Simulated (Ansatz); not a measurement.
Consider the cleavage of the Si–Si bond: `N[Si@H](F)[Si@@H](N)F` + `N[SiH](O)F` → `N[Si@@H](F)O[Si@@H](N)F` + `N[SiH2]F`.

Gas-phase electronic energies from Ansatz, PBE0-D4/def2-TZVP geometries. CCSD(T)/CBS is the MP2 limit (def2-TZVPP, def2-QZVPP) plus CCSD(T) − MP2 in def2-TZVPP, frozen cores. This one scheme is used for every species. Functionals use def2-TZVPP. B3LYP here is the variant with VWN-RPA as its local correlation; programs differ in this. Each species was taken in one conformer, which may not be the lowest.

`N[Si@H](F)[Si@@H](N)F`:

Cartesian coordinates in Å:
```
N 1.612 0.935 -0.742
Si 0.154 0.241 -1.289
F 0.314 -0.735 -2.560
Si -0.690 -0.989 0.517
N -1.214 0.123 1.691
F 0.531 -1.928 1.006
H 2.290 0.381 -0.243
H 2.045 1.709 -1.219
H -0.707 1.357 -1.754
H -1.819 -1.913 0.250
H -0.690 0.957 1.898
H -1.827 -0.136 2.446
```

`N[SiH](O)F`:

Cartesian coordinates in Å:
```
N 0.728 0.915 0.201
Si -0.286 -0.448 0.262
O -1.135 -0.596 -1.119
F 0.710 -1.671 0.503
H 1.577 0.946 0.741
H 0.362 1.836 0.024
H -1.302 -0.508 1.328
H -0.654 -0.474 -1.941
```

`N[Si@@H](F)O[Si@@H](N)F`:

Z-matrix (Å, degrees):
```
Si
F 1 1.599
O 1 1.622 2 106.7
N 1 1.690 2 114.0 3 118.1
H 1 1.473 2 105.6 3 -120.7
Si 3 1.622 1 148.3 2 -43.4
H 4 1.007 1 121.3 2 -80.5
H 4 1.006 1 121.4 2 72.1
N 6 1.690 3 107.1 1 -166.1
F 6 1.599 3 106.7 1 -43.6
H 6 1.473 3 113.2 1 72.1
H 9 1.007 6 121.3 3 37.3
H 9 1.006 6 121.4 3 -170.1
```

`N[SiH2]F`:

Z-matrix (Å, degrees):
```
Si
F 1 1.605
N 1 1.696 2 114.6
H 1 1.479 2 105.8 3 -119.3
H 1 1.479 2 105.8 3 119.3
H 3 1.006 1 122.0 2 77.5
H 3 1.006 1 122.0 2 -77.5
```

```csv
level,ΔE (kJ/mol),difference from CCSD(T)/CBS
PBE-D4,-121.4,32.3
r2SCAN-D4,-147.6,6.1
PBE0-D4,-134.8,18.9
B3LYP-D4,-148.9,4.8
ωB97X-V,-147.4,6.3
ωB97M-V,-154.0,-0.3
B2PLYP,-156.0,-2.3
PBE,-122.2,31.5
r2SCAN,-147.6,6.1
PBE0,-135.6,18.1
B3LYP,-150.4,3.3
HF/def2-TZVPP,-183.7,-30.0
MP2/def2-TZVPP,-160.6,-6.9
SCS-MP2/def2-TZVPP,-163.6,-9.9
CCSD/def2-TZVPP,-159.4,-5.7
CCSD(T)/def2-TZVPP,-155.1,-1.4
HF/def2-QZVPP,-186.8,-33.1
MP2/def2-QZVPP,-160.9,-7.2
SCS-MP2/def2-QZVPP,-163.9,-10.2
HF/CBS(def2),-187.3,-33.6
MP2/CBS(def2),-159.3,-5.6
CCSD/CBS(def2),-158.1,-4.4
CCSD(T)/CBS,-153.7,0
```

Largest T1 diagnostic among the species: 0.012.

From PBE to PBE0 (25 % exact exchange), in def2-TZVPP and without D4, ΔE moves by −13.3 kJ/mol. In def2-TZVPP, CCSD(T) changes the Hartree–Fock value by +28.6 kJ/mol (the triples alone add +4.4 kJ/mol) and MP2 by +23.1 kJ/mol.
